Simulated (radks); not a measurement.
Effect of the nuclear size on the manganese ion Mn3+, [Ar] 3d4. All-electron calculation, Dirac Kohn-Sham, LDA (Slater exchange, Perdew-Wang correlation), spin-unpolarised, spherical densities, finite nucleus; open shells are shared between the two j in proportion to 2j + 1; Fermi nuclear charge, rms radius 3.7057 fm. Program: a radial shooting solver on a logarithmic mesh with Libxc functionals. The rms radius is varied about that value; shifts are against it.

rms radius (fm) = 3.2425: total energy shift (eV) -0.0213; density at nucleus (e/bohr^3) 1.316e+04; 1s1/2 shift (meV) -9.05; 2s1/2 shift (meV) -0.802; 3s1/2 shift (meV) -0.118
rms radius (fm) = 3.4426: total energy shift (eV) -0.0124; density at nucleus (e/bohr^3) 1.312e+04; 1s1/2 shift (meV) -5.28; 2s1/2 shift (meV) -0.468; 3s1/2 shift (meV) -0.069
rms radius (fm) = 3.7057: total energy shift (eV) 0; density at nucleus (e/bohr^3) 1.309e+04; 1s1/2 shift (meV) 0.000; 2s1/2 shift (meV) 0.000; 3s1/2 shift (meV) 0.000
rms radius (fm) = 3.8799: total energy shift (eV) 0.00872; density at nucleus (e/bohr^3) 1.306e+04; 1s1/2 shift (meV) 3.70; 2s1/2 shift (meV) 0.328; 3s1/2 shift (meV) 0.048
rms radius (fm) = 4.6062: total energy shift (eV) 0.0492; density at nucleus (e/bohr^3) 1.297e+04; 1s1/2 shift (meV) 20.9; 2s1/2 shift (meV) 1.85; 3s1/2 shift (meV) 0.272

Slopes of the eigenvalues against <r^2> in GHz/fm^2, as finite differences over the two radii next to the reference (eigenvalue slopes, not the field-shift constants of lines): 1s1/2 678, 2s1/2 60.1, 3s1/2 8.83.
